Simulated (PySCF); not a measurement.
**Electron correlation in Ca³⁺ (calcium, charge +3)**

[Ne] 3s2 3p5, 2P determinant. All numbers are calculated (PySCF 2.14, scalar relativity by spin-free X2C-1e, in aug-cc-pVDZ-X2C (6s5p3d, 36 functions)). Frozen: [Ne] 3s2; 5 electrons correlated.

Total MP2 correlation energy: -37.05 mhartree.

Same-spin part -11.85 and opposite-spin part -25.20 mhartree; SCS-MP2 scales them by 1/3 and 6/5 to -34.19 mhartree.

| level | correlation energy (mhartree) |
| --- | --- |
| CCSD | -43.22 |
| (T) | -0.04 |
| CCSD(T) | -43.26 |

Diagnostics: T1 = 0.0011, D1 = 0.0016, largest double amplitude 0.028.

Cost of the coupled-cluster step: 0.32 s of wall time on 1 thread of Neoverse-V1 (shared host), for 5 correlated electrons.

Iterations:

```
CC2 = 0
CCSD nocc = (np.int64(3), np.int64(2)), nmo = (30, 30)
frozen orbitals [[0, 1, 2, 3, 4, 5], [0, 1, 2, 3, 4, 5]]
max_cycle = 100
direct = 0
conv_tol = 1e-08
conv_tol_normt = 1e-06
diis_space = 8
diis_start_cycle = 0
Init t2, MP2 energy = -0.0370460803560301
Init E_corr(UCCSD) = -0.0370460803561212
cycle = 1  E_corr(UCCSD) = -0.0422949456489158  dE = -0.00524886529  norm(t1,t2) = 0.0154084
cycle = 2  E_corr(UCCSD) = -0.0430709483353418  dE = -0.000776002686  norm(t1,t2) = 0.00266848
cycle = 3  E_corr(UCCSD) = -0.0432269824370252  dE = -0.000156034102  norm(t1,t2) = 0.000588664
cycle = 4  E_corr(UCCSD) = -0.0432243312085037  dE = 2.65122852e-06  norm(t1,t2) = 6.58478e-05
cycle = 5  E_corr(UCCSD) = -0.0432244425310923  dE = -1.11322589e-07  norm(t1,t2) = 6.35002e-06
cycle = 6  E_corr(UCCSD) = -0.0432244250810783  dE = 1.7450014e-08  norm(t1,t2) = 7.1133e-07
cycle = 7  E_corr(UCCSD) = -0.0432244248953297  dE = 1.85748611e-10  norm(t1,t2) = 6.41152e-08
UCCSD converged
E(UCCSD) = -677.2072405523755  E_corr = -0.0432244248953297
UCCSD(T) correction = -3.77596889499663e-05
```
